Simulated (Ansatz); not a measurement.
A first, cheap relaxation of C$_{2}$H$_{4}$OSi, SMILES `O[SiH]1C=C1`.

```yaml
crystal:
  periodic: [false, false, false]
  atoms:
    - {symbol: O, position_ang: [-0.429500, 1.503100, -1.015600]}
    - {symbol: Si, position_ang: [0.406800, 0.711000, 0.073600]}
    - {symbol: C, position_ang: [0.553500, -1.014000, -0.137100]}
    - {symbol: C, position_ang: [-0.341600, -0.720700, 0.665200]}
    - {symbol: H, position_ang: [-1.103200, 1.011200, -1.561000]}
    - {symbol: H, position_ang: [1.013200, 1.494100, 1.185400]}
    - {symbol: H, position_ang: [1.122500, -1.860200, -0.523200]}
    - {symbol: H, position_ang: [-1.129500, -1.181700, 1.257000]}
basis:
  gaussian: {orbitals: def2-SVP}
hamiltonian: {xc: pbe, dispersion: d4}
relax: {f_tol: 0.03, max_steps: 200}
```

```sh
$ ansatz run in.yaml --threads 2 --pin off --events-out ev --progress --plain --max-ram 4352MiB
```

It prints (some lines left out):

```
Functional definition: PBE
mean field -12046.86322144 eV, -442.7140577307 hartree, gradient 2.3e-5 eV, S^2 0.000000; 0 other end points of the search recorded, 0 dependent functions left out
relax step   1: F+E_penalty+E_count = -12047.01665236 eV  Δ(F+E_penalty+E_count) = +0.000e0 eV  max|allowed force component| = 7.091e0 eV/Å  Δτ_max = 0.0000 Å  (27 SCF iters, accepted)
mean field -12047.84344530 eV, -442.7500802931 hartree, gradient 1.6e-5 eV, S^2 0.000000; 0 other end points of the search recorded, 0 dependent functions left out
relax step   2: F+E_penalty+E_count = -12047.99393597 eV  Δ(F+E_penalty+E_count) = -9.773e-1 eV  max|allowed force component| = 1.968e0 eV/Å  Δτ_max = 0.1720 Å  (29 SCF iters, accepted)
mean field -12048.07365481 eV, -442.7585403366 hartree, gradient 1.0e-5 eV, S^2 0.000000; 0 other end points of the search recorded, 0 dependent functions left out
relax step   3: F+E_penalty+E_count = -12048.22092207 eV  Δ(F+E_penalty+E_count) = -2.270e-1 eV  max|allowed force component| = 4.023e-1 eV/Å  Δτ_max = 0.1931 Å  (30 SCF iters, accepted)
mean field -12048.10169983 eV, -442.7595709721 hartree, gradient 1.5e-5 eV, S^2 0.000000; 0 other end points of the search recorded, 0 dependent functions left out
relax step   4: F+E_penalty+E_count = -12048.24882650 eV  Δ(F+E_penalty+E_count) = -2.790e-2 eV  max|allowed force component| = 3.537e-1 eV/Å  Δτ_max = 0.0564 Å  (30 SCF iters, accepted)
mean field -12048.11459633 eV, -442.7600449099 hartree, gradient 1.5e-5 eV, S^2 0.000000; 0 other end points of the search recorded, 0 dependent functions left out
relax step   5: F+E_penalty+E_count = -12048.26149804 eV  Δ(F+E_penalty+E_count) = -1.267e-2 eV  max|allowed force component| = 6.552e-2 eV/Å  Δτ_max = 0.0500 Å  (31 SCF iters, accepted)
mean field -12048.11560494 eV, -442.7600819754 hartree, gradient 1.5e-5 eV, S^2 0.000000; 0 other end points of the search recorded, 0 dependent functions left out
relax step   6: F+E_penalty+E_count = -12048.26262112 eV  Δ(F+E_penalty+E_count) = -1.123e-3 eV  max|allowed force component| = 4.021e-2 eV/Å  Δτ_max = 0.0241 Å  (31 SCF iters, accepted)
mean field -12048.11571723 eV, -442.7600861022 hartree, gradient 1.5e-5 eV, S^2 0.000000; 0 other end points of the search recorded, 0 dependent functions left out
relax step   7: F+E_penalty+E_count = -12048.26270638 eV  Δ(F+E_penalty+E_count) = -8.526e-5 eV  max|allowed force component| = 3.389e-3 eV/Å  Δτ_max = 0.0071 Å  (32 SCF iters, accepted)
mean field -12048.11571723 eV, -442.7600861022 hartree, gradient 1.6e-5 eV, S^2 0.000000; 1 other end points of the search recorded, 0 dependent functions left out
Total energy: -12048.26273633 eV, -442.7654889543 hartree
Atom 0 at    -0.431488     1.705574    -1.028985 Å, force     0.000807     0.001598     0.002574 eV/Å
Atom 1 at     0.266709     0.712757     0.128956 Å, force    -0.000225    -0.003389    -0.000370 eV/Å
Atom 2 at     0.620774    -1.062249    -0.069060 Å, force    -0.001407     0.000734     0.001142 eV/Å
Atom 3 at    -0.439368    -0.843172     0.758039 Å, force     0.001178     0.000490    -0.001375 eV/Å
Atom 4 at    -1.019943     1.253382    -1.659017 Å, force    -0.000773    -0.000727    -0.002089 eV/Å
Atom 5 at     1.093024     1.649980     0.939300 Å, force    -0.000135     0.000197    -0.000347 eV/Å
Atom 6 at     1.128059    -1.969604    -0.441523 Å, force    -0.000214     0.000632     0.000470 eV/Å
Atom 7 at    -1.125565    -1.503868     1.316590 Å, force     0.000768     0.000466    -0.000006 eV/Å
Dipole moment:    -0.150535    -0.259761    -0.122706 e Å
```

Hardware: 2 threads of an Arm Neoverse V1 on a shared host. Wall time 12 s, peak host memory 0.14 GiB.
